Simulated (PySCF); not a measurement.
## Ta(2+): excitation energy

Ta(2+) [Xe] 4f14 5d3 (4F) → Ta(2+) [Xe] 4f14 5d2 6s1, s spin flipped, as a difference of total energies. All numbers are calculated (PySCF 2.14, scalar relativity by spin-free X2C-1e, in x2c-TZVPPall with one added diffuse shell each of s, p, d, f type (12s8p8d4f1g, 113 functions)). Correlated levels: valence: [Xe] 4f14 frozen. The calculations carry no spin-orbit coupling.

```csv
method,excitation energy (eV)
UHF,1.792
MP2 (valence),1.561
SCS-MP2 (valence),1.298
```

Task: How much does correlation contribute at MP2 (valence)?

Result: 1.561 − (1.792) = -0.231 eV, measured against UHF.

The upper determinant mixes two multiplicities, so it lies between the two terms.

The coupled-cluster amplitudes are large for the upper state (T1 above 0.03 or a double amplitude above 0.15), so a single reference is strained.
